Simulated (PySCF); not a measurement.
## Correlation energy of B²⁺ (boron, charge +2)

[He] 3d1, 2D determinant (an excited configuration). Calculation: PySCF 2.14, in aug-cc-pCVTZ-DK; scalar relativity by spin-free X2C-1e. Frozen: nothing; 3 electrons correlated.

| level | correlation energy (mhartree) |
| --- | --- |
| CCSD | -41.45 |
| (T) | 0.00 |
| CCSD(T) | -41.45 |

Diagnostics: T1 = 0.00044, D1 = 0.0010, largest double amplitude 0.011.

The outer electron is Rydberg-like, and this basis confines it to a smaller radius and binds it less than a complete one would.

Cost of the coupled-cluster step: about 2.3 core-seconds, for 3 correlated electrons.

Iterations:

```
CC2 = 0
CCSD nocc = (np.int64(2), np.int64(1)), nmo = (59, 59)
frozen orbitals [[], []]
max_cycle = 100
direct = 0
conv_tol = 1e-08
conv_tol_normt = 1e-06
diis_space = 8
diis_start_cycle = 0
Init t2, MP2 energy = -0.038796297096691
Init E_corr(UCCSD) = -0.0387962971004401
cycle = 1  E_corr(UCCSD) = -0.0412251034349787  dE = -0.00242880633  norm(t1,t2) = 0.00259448
cycle = 2  E_corr(UCCSD) = -0.0414317937603024  dE = -0.000206690325  norm(t1,t2) = 0.000389248
cycle = 3  E_corr(UCCSD) = -0.0414586651826023  dE = -2.68714223e-05  norm(t1,t2) = 0.00012971
cycle = 4  E_corr(UCCSD) = -0.041454159682772  dE = 4.50549983e-06  norm(t1,t2) = 3.03585e-05
cycle = 5  E_corr(UCCSD) = -0.0414543345691582  dE = -1.74886386e-07  norm(t1,t2) = 1.11545e-06
cycle = 6  E_corr(UCCSD) = -0.041454338324043  dE = -3.75488478e-09  norm(t1,t2) = 5.53036e-08
UCCSD converged
E(UCCSD) = -22.53128594393378  E_corr = -0.041454338324043
UCCSD(T) correction = -1.92474330129788e-06
```
